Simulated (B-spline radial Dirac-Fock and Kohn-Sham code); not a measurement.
## X-ray scattering factor of Os⁺

System: the Os⁺ ion in the configuration 1s2 2s2 2p6 3s2 3p6 3d10 4s2 4p6 4d10 4f14 5s2 5p6 5d6 6s1.

Model: Dirac-Fock orbitals of the configuration average with a finite nucleus. Program: a B-spline atomic structure program. f₀ is the Fourier transform of the spherical electron density, S the Waller-Hartree incoherent function, and s = sin θ/λ. The electron scattering factor follows from the Mott-Bethe formula f_e = 0.023934 Å⁻¹·(Z − f₀)/s².

```tsv
s (Å⁻¹)	f₀	S	f_e (Å)
0	75.000	0.000	–
0.09	72.128	3.163	11.442
0.12	70.227	4.827	9.596
0.14	68.825	5.921	8.761
0.17	66.613	7.508	7.774
0.21	63.594	9.544	6.733
0.26	59.883	11.997	5.706
0.31	56.351	14.357	4.894
0.38	51.794	17.506	4.012
0.47	46.618	21.286	3.183
0.57	41.677	25.037	2.528
0.7	36.248	29.132	1.942
0.86	30.716	33.288	1.465
1.05	25.493	37.529	1.096
1.28	20.923	42.011	0.805
1.56	17.408	46.757	0.576
1.91	14.774	51.666	0.402
2.33	12.430	56.028	0.280
2.85	9.815	59.740	0.195
3.48	7.350	62.869	0.136
4.26	5.615	65.638	0.093
5.2	4.620	67.993	0.063
6.36	3.790	69.977	0.043
```

f₀ starts at the number of electrons, 75, and has fallen to half at s ≈ 0.67 Å⁻¹. The sum of ⟨r²⟩ over the electrons is 53.06 bohr². For an ion f_e diverges as s goes to zero, because of the net charge.

Values without a named source are computed, but for edge energies of neutral atoms, which are taken from tables.
